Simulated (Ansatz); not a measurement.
# Ligand exchange: C3H8Mg + Si(NH2)2(SiH3)2 → C3H9MgN + SiH(NH2)(SiH3)2

Species: C3H8Mg `C[CH](C)[MgH]`, singlet; Si(NH2)2(SiH3)2, singlet; C3H9MgN `C[CH](C)[Mg][NH2]`, singlet; SiH(NH2)(SiH3)2, singlet. The partners trade H for NH2: Mg–H and Si–NH2 bonds give way to Mg–NH2 and Si–H.

Shapes, held fixed at every level: PBE0-D4/def2-TZVP. Flexible molecules stand in one conformer, not always the lowest. Programs: Ansatz 0.2.0. Electronic energies: no zero-point or thermal term.

Task: Estimate ΔE of this reaction.

Result: The highest level, CCSD(T)/def2-TZVPP, gives ΔE = -7.5 kJ/mol; the levels span -11.2 to -0.2. The column of differences is taken from that level and isn't an error. No measured value is set beside it here. Outer-core shells of Mg are correlated, in sets that cover them unevenly.

```tsv
level	kind	ΔE (kJ/mol)	less CCSD(T)/def2-TZVPP
HF/def2-TZVPP	Hartree–Fock	-2.3	+5.2
B3LYP-D4/def2-TZVPP	global hybrid	-1.3	+6.2
PBE0-D4/def2-TZVPP	global hybrid	-0.2	+7.3
wB97M-V/def2-TZVPP	range-separated hybrid	-1.9	+5.6
MP2/def2-TZVPP	perturbation theory	-11.2	-3.7
CCSD/def2-TZVPP	coupled cluster or CI	-8.2	-0.7
CCSD(T)/def2-TZVPP	coupled cluster or CI	-7.5	0.0
```
